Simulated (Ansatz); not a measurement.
`[CH3][In]([CH3])[F]` + HCl → `[CH3][In]([F])[Cl]` + CH₄  (ligand exchange at the In–C bond)

Gas-phase electronic energies from Ansatz, PBE0-D4/def2-TZVP geometries. CCSD(T)/CBS is the MP2 limit (def2-TZVPP, def2-QZVPP) plus CCSD(T) − MP2 in def2-TZVPP, frozen cores. This one scheme is used for every species. Functionals use def2-TZVPP. B3LYP here is the variant with VWN-RPA as its local correlation; programs differ in this. Elements past krypton have def2 core potentials. For In outer-core shells are correlated without core-valence functions, which leaves a few kJ/mol of doubt a bond.

`[CH3][In]([CH3])[F]`:

```xyz
10

C    -1.232    1.441    0.773
In    0.326    0.187    0.037
C     0.760   -1.712   -0.828
F     2.036    1.168    0.233
H    -2.212    0.974    0.692
H    -1.024    1.674    1.819
H    -1.223    2.374    0.208
H    -0.136   -2.316   -0.970
H     1.248   -1.551   -1.790
H     1.456   -2.239   -0.174
```

HCl:

Z-matrix (Å, degrees):
```
Cl
H 1 1.279
```

`[CH3][In]([F])[Cl]`:

Cartesian coordinates in Å:
```
C -0.885 0.535 -0.412
In 0.798 -0.463 0.407
F 1.411 -0.118 2.223
Cl 2.180 -2.050 -0.560
H -0.595 1.017 -1.345
H -1.667 -0.197 -0.614
H -1.241 1.276 0.302
```

CH₄:

Cartesian coordinates in Å:
```
C 0.000 0.000 0.000
H -0.243 0.917 -0.537
H -0.706 -0.140 0.818
H 1.011 0.071 0.401
H -0.062 -0.847 -0.682
```

```
             level  ΔE (kJ/mol)  difference from CCSD(T)/CBS
       LDA (SPW92)       -125.3                         10.9
            PBE-D4       -134.4                          1.8
        r2SCANh-D4       -143.7                         -7.5
      CAM-B3LYP-D4       -140.8                         -4.6
            B2PLYP       -141.1                         -4.9
             B3LYP       -142.6                         -6.4
           r2SCANh       -143.9                         -7.7
           r2SCAN0       -144.7                         -8.5
RPA@PBE/def2-TZVPP       -127.2                          9.0
CCSD(T)/def2-TZVPP       -132.5                          3.7
     HF/def2-QZVPP       -164.6                        -28.4
    MP2/def2-QZVPP       -135.1                          1.1
SCS-MP2/def2-QZVPP       -138.3                         -2.1
      HF/CBS(def2)       -164.6                        -28.4
     MP2/CBS(def2)       -136.7                         -0.5
    CCSD/CBS(def2)       -138.0                         -1.8
       CCSD(T)/CBS       -136.2                            0
```

(1) What do rigid-rotor, harmonic-oscillator terms from PBE0-D4/def2-TZVP frequencies (298.15 K, 1 bar) make of the CCSD(T)/CBS value? (Estimate.)

Largest T1 diagnostic among the species: 0.014.

Answers

(1) The calculation gave: ΔZPE = +9.9 kJ/mol, ΔH = -127.5 kJ/mol, ΔS = -10 J/(mol·K), ΔG = -124.5 kJ/mol. Modes under 50 cm⁻¹ make the entropy rough.

At CCSD(T), def2-SVP lies −12.0 kJ/mol from the extrapolated value and def2-TZVPP +3.7 kJ/mol. From PBE to PBE0 (25 % exact exchange), in def2-TZVPP and without D4, ΔE moves by −4.4 kJ/mol.
